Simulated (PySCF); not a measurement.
NICS in one family of compounds.

Probes without a nucleus sit at each ring's centroid and 1 Å off its mean plane on both sides; NICS is minus the shielding there, NICSzz its component along the normal. Level: GIAO PBE0/pcSseg-1 (PySCF, non-relativistic, gas phase) on the GFN2-xTB geometries, one conformer each. Atom numbers follow the mapped SMILES.

Question: Order these rings by mean NICS(1)zz, lowest (most negative) first (ppm).
A. ring C5–C6–C7–C9–N10–N11 in `[CH3:1][Si:2]([CH3:3])([CH3:4])[c:5]1[cH:6][c:7]([F:8])[cH:9][n:10][n:11]1`
B. ring C2–C3–C4–C6–N10–N11 in `[CH3:1][c:2]1[cH:3][c:4]([F:5])[c:6]([CH:7]2[CH2:8][CH2:9]2)[n:10][n:11]1`
C. ring C2–C3–C4–C6–N8–N9 in `[CH3:1][c:2]1[cH:3][c:4]([F:5])[c:6]([CH3:7])[n:8][n:9]1`

Answer: A (-27.7), C (-26.3), B (-24.8).

```csv
SMILES,ring,NICS(0),NICS(1),NICS(1)zz,HOMA,rms pucker (Å),ring atoms with four or more neighbours
C[Si](C)(C)c1cc(F)cnn1,6-membered ring with 2 N; formal bonds all aromatic,-7.1,-11.7,-27.7,0.98,0.00,0
Cc1cc(F)c(C)nn1,6-membered ring with 2 N; formal bonds all aromatic,-7.2,-11.3,-26.3,0.96,0.00,0
Cc1cc(F)c(C2CC2)nn1,6-membered ring with 2 N; formal bonds all aromatic,-6.9,-11.1,-24.8,0.96,0.00,0
```

NICS(0) gives another order. The isotropic NICS(1) gives the same order. HOMA uses Krygowski's 1993 parameters. NICS(1) and NICS(1)zz are means over the two faces.
